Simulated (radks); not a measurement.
The numbers below are computed, except where a source is named.
Numerical settings for neutral zinc, [Ar] 3d10 4s2. Code: a radial shooting solver on a logarithmic mesh with Libxc functionals. Model: scalar-relativistic Kohn-Sham, PBE, spin-polarised, spherical densities, finite nucleus; Fermi nuclear charge, rms radius 3.9283 fm. The defaults (mesh step 0.008 in ln r, mesh end at 40 bohr or more with all orbitals vanishing there, Anderson mixing 0.5 over 9 steps, residual threshold near 1e-9 with the energy settled to 1e-9 hartree or 1e-11 of itself, here a cap of 84 iterations) give E = -1796.0100 hartree and 4s at -5.979 eV in 16 iterations. Run on one thread of a shared host, so times are rough (Intel(R) Xeon(R) 6975P-C): 0.15 s of CPU time, 0.15 s wall, 16 iterations on 2381 mesh points. Changes against that run (0 stands for a change within the tolerance of the run):

\begin{tabular}{lrrrrr}
setting & iterations & converged & E (mhartree) & e(4s) (meV) & CPU (s) \\ \hline
mesh step in ln r 0.12 & 2 & no & diverged & - & 0.01 \\
mesh step in ln r 0.05 & 16 & yes & +0.0145 & 0 & 0.03 \\
mesh step in ln r 0.08 & 16 & yes & +0.0879 & -0.00308 & 0.02 \\
mesh end (bohr) 2 & 14 & level above zero & +6.27e+03 & +7.44e+04 & 0.11 \\
mesh end (bohr) 12 & 16 & yes & +0.00834 & +1.01 & 0.13 \\
residual threshold 0.1 & 11 & yes & 0 & -0.0693 & 0.11 \\
residual threshold 1e-05 & 12 & yes & 0 & -0.0333 & 0.12 \\
mixing 0.05 & 11 & no & diverged & - & 0.17 \\
linear mixing, mixing 1 & 20 & no & diverged & - & 0.56 \\
linear mixing, mixing 0.8 & 32 & no & diverged & - & 0.65 \\
mixing history 20 & 21 & yes & 0 & 0 & 0.18 \\
iteration cap 8 & 8 & no & +0.00108 & +4.54 & 0.08 \\
\end{tabular}

Settled on a wrong energy, with an occupied level pushed above zero by the early mesh end: mesh end (bohr) 2 (+6.27 hartree). Apart from these: no run marked as converged misses the energy by more than 1 mhartree. A mesh that ends early acts as a hard wall.
